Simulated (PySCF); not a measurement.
Computed shifts of a molecule C4F6, B3LYP/pcSseg-1 (PySCF), GIAO, gas phase, atoms alike by connectivity averaged where their shifts nearly agree, in ppm (number of nuclei): ¹⁹F: -105.2 (2), -122.5 (2), -220.6 (2). ¹³C: 166.3 (2), 132.0 (2). References: ¹⁹F against CFCl3 (σ = 161.7 ppm); ¹³C against TMS (σ = 181.3 ppm), references at their B3LYP-D3(BJ)/def2-TZVP geometries, non-relativistic. Geometry optimised at ωB97X-D3(BJ)/def2-SVP. A frequency run showed that this geometry is not a minimum. Other conformers were not sampled.

Task: Pick the molecule that these values belong to.
A. FC(F)(F)C#CC(F)(F)F
B. FC(F)=C(F)C(F)=C(F)F
C. FC1=C(F)C(F)(F)C1(F)F

Result: B, FC(F)=C(F)C(F)=C(F)F
